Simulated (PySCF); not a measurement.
The numbers are results of PBE-D3(BJ)/def2-TZVP // B3LYP-D3(BJ)/def2-TZVP run with PySCF, not measurements. Isolated molecules, 0 K electronic values unless said otherwise. One relaxed conformer stands for a flexible species; it need not be the lowest. Excitations are Tamm–Dancoff values on a coarser integration grid. The basis has no diffuse functions, so Rydberg states are missing or too high.

Reference species (SMILES): `C=CCCC` (C–C–C–C torsion -120°, C–C–C–C torsion 65°) (neutral, multiplicity 1).

T1 excitation (TDA): 4.52 eV
HOMO: -6.23 eV
HOMO–LUMO gap: 5.56 eV
LUMO: -0.67 eV

After one change: the T1 excitation (TDA) drops by 2.69 eV; the HOMO rises by 0.98 eV; the HOMO–LUMO gap drops by 3.44 eV; the LUMO drops by 2.46 eV.

Q: Name the change that produced these shifts. The new species is one of these.
(A) `C=CCF` (C–C–C–F torsion 0°)
(B) `C=CCC=S` (C–C–C–C torsion -118°, C–C–C–S torsion 126°)
(C) `C=CCCF` (C–C–C–C torsion 116°, C–C–C–F torsion 176°)
(D) `C=C[CH2][GeH3]` (C–C–C–Ge torsion 106°)

A: B, `C=CCC=S` (C–C–C–C torsion -118°, C–C–C–S torsion 126°)
